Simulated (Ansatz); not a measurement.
Gas-phase reaction in SMILES: C[SiH2]O[SiH3] + 3 [H][H] (H2) -> C (CH4) + O (H2O) + 2 [SiH4] (SiH4)
Each molecule is optimised on its own at B3LYP-D3(BJ)/def2-TZVP (Ansatz, an electronic-structure program), one conformer each, not searched for the lowest.
Geometry of the first species:
```
O
Si 1 1.6350
Si 1 1.6426 2 147.99
H 2 1.4788 1 108.37 3 -180.00
H 2 1.4822 4 109.45 1 -120.37
H 2 1.4822 4 109.45 5 -119.26
H 3 1.4842 1 109.05 2 59.08
H 3 1.4842 7 108.37 1 118.59
C 3 1.8611 7 110.64 8 121.47
H 9 1.0916 3 110.92 7 -179.92
H 9 1.0916 10 108.21 3 121.88
H 9 1.0927 10 108.11 11 116.87
```
Charge 0, spin multiplicity 1.

Quantity: energy of full hydrogenation (electronic energy difference), in kcal/mol. Valence correlation only, unless marked. Spin-orbit coupling is left out. Non-relativistic. Basis-set limits of correlation are two-point, X^-3; Hartree-Fock from the larger set.

```json
[
 {"level": "r2SCAN-D4/def2-TZVPD", "program": "Ansatz + dftd4", "energy of full hydrogenation (kcal/mol)": "32.3"},
 {"level": "B3LYP-D4/def2-TZVPD", "program": "Ansatz + dftd4", "energy of full hydrogenation (kcal/mol)": "30.2"}
]
```

Question: Estimate the value at CCSD(T)/CBS(cc-pV(T+d)Z,cc-pV(Q+d)Z) as computed with Ansatz.

Answer: 32.0 kcal/mol, so B3LYP-D4/def2-TZVPD differs from it by -1.8 kcal/mol.
